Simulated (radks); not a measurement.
Question: The sulfur ion S+, configuration [Ne] 3s2 3p3. Calculated with a radial shooting solver on a logarithmic mesh with Libxc functionals: scalar-relativistic Kohn-Sham, r2SCAN, spin-unpolarised, spherical densities, finite nucleus; meta-GGA in the generalised Kohn-Sham scheme; Fermi nuclear charge, rms radius 3.2611 fm. Some entries of the table are withheld. Estimate them.

| orbital | occ. | eigenvalue (hartree) | <r> (bohr) |
|---|---|---|---|
| 1s | 2 | -89.35379 | (1) |
| 2s | 2 | (2) | 0.4769 |
| 2p | 6 | (3) | (4) |
| 3s | 2 | -1.04114 | (5) |
| 3p | 3 | (6) | 1.893 |

Answer: 
(1) 1s <r> (bohr): 0.09687
(2) 2s eigenvalue (hartree): -8.39362
(3) 2p eigenvalue (hartree): -6.28894
(4) 2p <r> (bohr): 0.4416
(5) 3s <r> (bohr): 1.648
(6) 3p eigenvalue (hartree): -0.62306
